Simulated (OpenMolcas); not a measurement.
# Exact exchange and the dipole moment of CH2FNSi

CH2FNSi has 6 atoms, charge 0, and is taken as a singlet. SMILES: `FC1=N[SiH2]1`. The shape is that of a PBE0-D4/def2-TZVP optimisation.

The dipole moment y, in D, basis 6-311+G(d,p); a is the functional's share of exact exchange. Programs: OpenMolcas 26.06.

| functional | program | a | y (D) |
| --- | --- | --- | --- |
| r2SCAN | OpenMolcas | 0 | 2.80 |
| BLYP | OpenMolcas | 0 | 2.79 |
| B3LYP | OpenMolcas | 0.2 | 3.05 |
| PBE0 | OpenMolcas | 0.25 | ? |
| BHLYP | OpenMolcas | 0.5 | 3.38 |

Fit y = c + s·a to the known rows and predict PBE0.


1. Means of the 4 rows: a = 0.1750, y = 3.005.
2. Σ(Δa)² = 0.1675, Σ(Δa·Δy) = 0.1965, so the slope is 0.1965/0.1675 = 1.1731.
3. Intercept: 3.005 − (1.1731) × 0.1750 = 2.800. The largest residual of the fit is 0.015.
4. PBE0: 2.800 + (1.1731) × 0.25 = 3.09 D.

The run gave 3.00 D, so the prediction is off by +0.09 D, more than the largest residual. More exact exchange makes the molecule more polar here. The rows mix families of semi-local functionals, which the line can't see.
